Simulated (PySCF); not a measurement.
C$_{2}$H$_{7}$N$_{2}$ (SMILES N[CH]CN), doublet, geometry from GFN2-xTB. Base run: B3LYP/6-31G in PySCF.

Input for PySCF:
```python
from pyscf import gto, scf, dft

mol = gto.Mole()
mol.atom = '''
    N     1.630463   -0.224312    0.114394
    C     0.619298    0.660884   -0.243297
    C    -0.710973    0.127507   -0.603737
    N    -1.357855   -0.491110    0.574582
    H     1.278322   -1.148525    0.326971
    H     2.279413    0.115822    0.811182
    H     0.793049    1.710051   -0.098759
    H    -1.319659    0.929996   -1.047017
    H    -0.615816   -0.679339   -1.342071
    H    -1.506663    0.213784    1.290843
    H    -2.266849   -0.864176    0.318224
'''
mol.basis = '6-31g'
mol.charge = 0
mol.spin = 1
mol.verbose = 5
mol.build()

mf = dft.UKS(mol)
mf.xc = 'b3lyp'
mf.kernel()
mf.analyze()
```

Variants of this job, named by their change:

```json
[
 {"change": "base", "E (Eh)": "-189.80122", "HOMO (eV)": "-3.38", "dipole (D)": "1.54", "<S^2>": "0.753", "core-seconds (rough)": "7"},
 {"change": "functional = scan", "E (Eh)": "-189.71131", "HOMO (eV)": "-2.70", "dipole (D)": "1.61", "<S^2>": "0.754", "core-seconds (rough)": "9"},
 {"change": "functional = m062x", "E (Eh)": "-189.70272", "HOMO (eV)": "-4.82", "dipole (D)": "1.64", "<S^2>": "0.754", "core-seconds (rough)": "10"},
 {"change": "functional = pbe0; dispersion = d3zero", "E (Eh)": "-189.57725", "HOMO (eV)": "-3.69", "dipole (D)": "1.63", "<S^2>": "0.754", "core-seconds (rough)": "6"},
 {"change": "functional = pbe0", "E (Eh)": "-189.57444", "HOMO (eV)": "-3.69", "dipole (D)": "1.63", "<S^2>": "0.754", "core-seconds (rough)": "6"},
 {"change": "functional = camb3lyp", "E (Eh)": "-189.69741", "HOMO (eV)": "-5.02", "dipole (D)": "1.62", "<S^2>": "0.754", "core-seconds (rough)": "10"},
 {"change": "functional = b97m_v", "E (Eh)": "-189.77487", "HOMO (eV)": "-2.60", "dipole (D)": "1.54", "<S^2>": "0.753", "core-seconds (rough)": "200"},
 {"change": "functional = hse06", "E (Eh)": "-189.59031", "HOMO (eV)": "-3.29", "dipole (D)": "1.63", "<S^2>": "0.754", "core-seconds (rough)": "20"},
 {"change": "functional = revpbe", "E (Eh)": "-189.74454", "HOMO (eV)": "-2.23", "dipole (D)": "1.47", "<S^2>": "0.752", "core-seconds (rough)": "5"},
 {"change": "functional = pbe; dispersion = d4", "E (Eh)": "-189.56214", "HOMO (eV)": "-2.25", "dipole (D)": "1.47", "<S^2>": "0.752", "core-seconds (rough)": "8"},
 {"change": "functional = pbe0; dispersion = d3bj", "E (Eh)": "-189.58009", "HOMO (eV)": "-3.69", "dipole (D)": "1.63", "<S^2>": "0.754", "core-seconds (rough)": "6"},
 {"change": "functional = bp86", "E (Eh)": "-189.80086", "HOMO (eV)": "-2.36", "dipole (D)": "1.48", "<S^2>": "0.752", "core-seconds (rough)": "6"},
 {"change": "functional = pbe; dispersion = d3bjm", "E (Eh)": "-189.56391", "HOMO (eV)": "-2.25", "dipole (D)": "1.47", "<S^2>": "0.752", "core-seconds (rough)": "6"}
]
```

Totals shift with the method and basis; they matter in differences.

Open shells are given as the SCF converged; they aren't shown to be the lowest states, and a large step between rows can be another state.
